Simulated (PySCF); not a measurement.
Gas-phase reaction: W2O6 + 2 O + 4 H = 2 WO2(OH)2

Energies from PySCF (xtb for GFN2), thermal terms from the rigid-rotor harmonic-oscillator model, ideal gas at 1 bar. † marks an energy on the PBE0/def2-TZVP geometry and frequencies; other levels use their own. CCSD(T) freezes the core. Open shells (unrestricted): O (multiplicity 3, electronic degeneracy 9), H (multiplicity 2); the rest are closed-shell singlets. GFN2 has no spin-polarisation term. Spin-orbit splitting is ignored; it lowers the true energy and changes the entropy of O. B3LYP is the form with VWN-RPA correlation. W: scalar-relativistic def2 core potential, no spin-orbit coupling. No R ln 2 is added for the mirror-image form of WO2(OH)2. W2O6: computed as isolated molecules; such fragments, hydroxides, amides, oligomers or adducts are transient or little studied in the gas. CCSD(T) isn't extrapolated to the basis-set limit. The harmonic model lacks anharmonicity and excited electronic states, which grow with temperature; levels with a mode under 35 cm⁻¹ are left out. Soft modes under 120 cm⁻¹ make the harmonic entropy rough for W2O6. Warning, large T1 diagnostic: W2O6, WO2(OH)2 (CCSD(T)/def2-SVP†). Warning, point group unlike the PBE0 one: WO2(OH)2 (GFN2-xTB).

| level | ΔE electronic, kJ | ΔH°(298 K), kJ | ΔS°(298 K), J/K | ΔG°(800 K), kJ |
|---|---|---|---|---|
| B3LYP/def2-TZVP† | -2090 | -1994 | -504 | -1579 |
| CCSD(T)/def2-SVP† | -1947 | -1851 | -504 | -1436 |
| GFN2-xTB | -2888 | -2804 | -504 | -2391 |
| r2SCAN/def2-TZVP† | -2079 | -1983 | -504 | -1568 |
| ωB97X-V/def2-TZVP† | -2081 | -1985 | -504 | -1570 |
ΔH° is lowest at GFN2-xTB and highest at CCSD(T)/def2-SVP†. No reference value is set beside these.
